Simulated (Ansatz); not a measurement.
Basis-set series for `NC1=[CH][GeH2][O]1`. The species carries charge 0 and has multiplicity 1. All single points use the PBE0-D4/def2-TZVP geometry. It is one conformer, not always the lowest.

```xyz
10

N    -0.791   -0.316    1.718
C    -0.222   -0.095    0.506
C     0.165    1.046   -0.132
Ge    0.809   -0.077   -1.514
O     0.069   -1.209   -0.209
H    -1.229   -1.214    1.838
H    -1.249    0.461    2.161
H     0.087    2.075    0.172
H     0.060   -0.264   -2.846
H     2.301   -0.406   -1.693
```

| functional | basis | functions | energy (Eh) | HOMO (eV) | LUMO (eV) |
| --- | --- | --- | --- | --- | --- |
| PBE0-D4 | def2-SVP | 113 | -2285.26598 | -5.69 | -0.02 |
| PBE0-D4 | def2-QZVPP | 467 | -2285.82655 | -5.88 | -0.42 |
| ωB97M-V | def2-SVP | 113 | -2285.55882 | -7.86 | 1.88 |
| ωB97M-V | def2-QZVPP | 467 | -2286.12452 | -8.08 | 1.15 |

Task: Give the rows for def2-TZVPP. (An estimate is asked.)

Result: Ansatz gave: 
| functional | basis | functions | energy (Eh) | HOMO (eV) | LUMO (eV) |
| --- | --- | --- | --- | --- | --- |
| PBE0-D4 | def2-TZVPP | 242 | -2285.76984 | -5.84 | -0.23 |
| ωB97M-V | def2-TZVPP | 242 | -2286.06975 | -8.04 | 1.59 |

Positive LUMOs are unbound and depend on the basis. Scalar relativity is left out up to krypton.
